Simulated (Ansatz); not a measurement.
# Competing steps

Reactants: CH₆SSn ([CH3][SnH2][SH]) (brackets give SMILES or just the links). Saddle points were found for several chosen steps; others may exist. Gas-phase electronic energies, without zero-point energy, by CCSD(T) at an estimated basis limit (MP2 extrapolated from triple and quadruple zeta, plus CCSD(T) − MP2 in triple zeta); Ansatz 0.2.0, def2-TZVPP and QZVPP, frozen cores, core potentials past krypton, on PBE0-D4/def2-TZVP structures. Extrapolation: Hartree–Fock as exp(−7.88 √X), correlation as X^−2.97. No counterpoise correction.

(1) Rank the steps by the energy of their saddle points, lowest first, and give each saddle's height above the lowest. (Judge from chemistry; the value comes from the calculation.)
A. 1,2-elimination, to CH₄Sn ([CH2][SnH2]) + H₂S (breaks or loosens C–H, S–Sn; forms H–S)
B. 1,2-elimination, to SnH₂S ([S][SnH2]) + CH₄ (breaks or loosens C–Sn, H–S; forms C–H)

(2) Does the lowest of these saddles lead to the lowest end structure (the products still in contact)? (Judge from chemistry; the calculation decides.)

No T1 diagnostic of these runs exceeds 0.019. The restricted Hartree–Fock reference is unstable towards an unrestricted one at one or more of these structures. The filled d shells of Sn are correlated in sets not built for that, so values that involve them are less sure.

For scale, one of the runs: CCSD(T)/def2-TZVPP, 207 basis functions, launched by `ansatz run in.yaml --threads 4 --pin off --events-out ev --progress --plain --max-ram 9574MiB`. Time: 99 s of wall clock on 4 CPU threads of an Intel Xeon; the host was shared. Peak host memory: 2.9 GiB.

## Answers

(1) By the calculation: B (0.0 kJ/mol), A (69.7 kJ/mol). Heights count from the lowest.

The lowest of these saddles lies at 238.9 kJ/mol relative to the reactant.

(2) The calculation gives: Yes. Relative to the reactant, the ends lie at 83.4 (SnH₂S ([S][SnH2]) + CH₄); 275.2 (CH₄Sn ([CH2][SnH2]) + H₂S) kJ/mol.
